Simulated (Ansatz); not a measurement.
Born–Oppenheimer molecular dynamics of F4H2OZr (8 atoms, charge 0, multiplicity 1). It starts at the highest image of a converged band. Of that band: The profile has 2 maxima (images 3, 7) with wells between them (image 4): this band takes more than one step, which may be the mechanism or a detour left from its start path. A vibrational analysis at the climbing image gives one clearly imaginary mode, 331i cm⁻¹: a first-order saddle point.

Computed with Ansatz 0.2.0, RKS B3LYP-D4/def2-SVP.

```yaml
ensemble: NVE (velocity Verlet)
time_step: 0.5 fs
steps_asked: 200
starting_velocities_drawn_for: 100 K
seed: 4626
```

First frame:

```xyz
8
Properties=species:S:1:pos:R:3
Zr -0.306 0.043 -0.176
F -0.430 0.750 1.958
F 1.435 -0.671 0.123
F -0.296 1.837 -0.818
F -0.882 -0.935 -1.708
O -1.898 -0.610 0.985
H -2.682 -1.168 0.973
H -1.307 0.124 1.887
```

Task: What does the run give?

Result: The run went to its last step.

```
steps done                                               : 200
time covered                                             : 100 fs
mean temperature over the second half                    : 64 K
spread of the potential energy over the second half      : 1.1 meV per atom
mean potential energy of the second half above the start : 3.5 meV per atom
```

The conserved energy stayed within 0.021 meV per atom of its start (net change 0.013 meV per atom), so the integration is sound. A run of 0.1 ps of so small a system gives no equilibrium averages. The orbitals stay closed-shell, which can raise the energy where a bond breaks towards radicals; this wasn't checked here.

Task: What happens to the structure?

Result: Between its relaxed ends the band would form Zr1–H8, F2–H8 and break O6–H8. These pairs go: Zr1–H8 2.29 → 2.39 Å, F2–H8 1.08 → 0.99 Å, O6–H8 1.30 → 1.55 Å. In the last frame they stand as after the step (other bonds may differ from the relaxed reactants and products). It ends as one piece, F4H2OZr. Pairs count as bonded within 1.25 times the sum of covalent radii (0.12 Å more for H–H). The details hang on the random start.

Task: How do temperature and energy run in time?

Result: 
```tsv
time (fs)	T (K)	potential energy less start (eV)	conserved less start (meV/atom)
0	100	0.000	0.00
5	74	0.020	0.01
10	55	0.035	0.02
15	59	0.032	0.01
20	51	0.038	0.01
25	53	0.037	0.01
30	43	0.044	0.00
35	18	0.064	0.01
40	28	0.056	0.02
45	51	0.038	0.01
50	59	0.032	0.01
55	68	0.025	0.00
60	56	0.034	0.01
65	63	0.029	0.01
70	78	0.017	0.01
75	67	0.026	0.01
80	53	0.036	0.01
85	46	0.042	0.01
90	56	0.034	0.01
95	78	0.017	0.01
100	79	0.017	0.01
```

The run took 11 min on 2 threads of Arm Neoverse V1, on a shared host, peak memory 0.26 GiB.
